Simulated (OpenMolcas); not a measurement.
Worked example: vertical energy of the quartet above the doublet of C2HF2Ge (SMILES C#[C][Ge]([F])[F])

C2HF2Ge has 6 atoms, charge 0, and is taken as a doublet. SMILES: `C#[C][Ge]([F])[F]`. The coordinates come from a PBE0-D4/def2-TZVP relaxation.

```xyz
6

C    -0.1901    0.5184    1.6929
C    -0.1314    0.2042    0.5303
Ge   -0.2896   -0.1397   -1.3231
F    -0.2766   -1.8506   -1.5651
F     1.1429    0.4241   -2.1082
H    -0.2132    0.7797    2.7270
```

Both states at this one shape; open shells run unrestricted unless said. 1 Eh = 27.2114 eV.

```tsv
level	program	doublet C2HF2Ge (Eh)	quartet C2HF2Ge (Eh)
UHF/3-21G	OpenMolcas	-2339.068366	-2338.898767
UHF/6-31G* (spherical functions)	OpenMolcas	-2350.247527	-2350.088536
U-r2SCAN/6-31G* (spherical functions)	OpenMolcas	-2353.025299	-2352.844053
```

Work out the vertical gap, second state less first, at each level.


1. UHF/3-21G: -2338.898767 − (-2339.068366) = 0.169599 Eh = 4.62 eV.
2. UHF/6-31G* (spherical functions): -2350.088536 − (-2350.247527) = 0.158991 Eh = 4.33 eV.
3. U-r2SCAN/6-31G* (spherical functions): -2352.844053 − (-2353.025299) = 0.181246 Eh = 4.93 eV.

No measured value is set beside it here; the levels span 4.33 to 4.93 eV. Hartree–Fock favours the state with fewer electron pairs, since it lacks pair correlation. All-electron rows are non-relativistic unless named.
